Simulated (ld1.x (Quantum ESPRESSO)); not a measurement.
## Transferability test, PAW potential for carbon

| Property | Result |
| --- | --- |
| Element | C |
| Generator | ld1.x (Quantum ESPRESSO) 7.5 |
| Type | PAW |
| Functional | LDA (PZ) |
| Relativity | scalar-relativistic |
| Frozen core | [He] |
| Valence charge | 4 |
| Reference configuration | 2s2 2p2 |
| Partial waves | 2s (bound): rcut 1.35, rcutus 1.50 bohr; 2s channel at 1.35 Ry: rcut 1.35, rcutus 1.50 bohr; 2p (bound): rcut 1.80, rcutus 2.35 bohr; 2p channel at 1.5 Ry: rcut 1.80, rcutus 2.35 bohr |
| Local potential | all-electron potential smoothed inside 1.80 bohr (lloc = -1) |
| Core correction | Bessel-smoothed model core inside 0.94 bohr |
| Augmentation charge | BESSEL, radius 1.10 bohr |

Energies are relative to the spin-unpolarised reference configuration 2s2 2p2; without spin polarisation the order of configurations can differ from experiment. Not all tests gave a result: test run stopped at test 8 of 9 (negative rho).

| valence configuration | charge | ΔE all-electron (eV) | error AE − PS (meV) |
| --- | --- | --- | --- |
| 2s2 2p1 | +1 | 10.988 | +0.8 |
| 2s2 2p0 | +2 | 35.247 | +2.9 |
| 2s1 2p0 | +3 | 83.217 | -9.4 |
| 2s2 2p1.5 | +0.5 | 4.029 | +0.3 |
| 2s2 2p2.3 | -0.3 | -1.199 | +0.2 |
| 2s1 2p3 | 0 | 8.242 | 0.0 |

(1) What are ΔE and the potential's error for 2s0 2p4?

Levels in the configuration 2s1 2p0:

```tsv
level	all-electron (eV)	pseudo (eV)
2s	-55.870	-55.899
```

Answers

(1) ΔE = 16.517 eV all-electron; the error (AE − PS) is +0.4 meV.
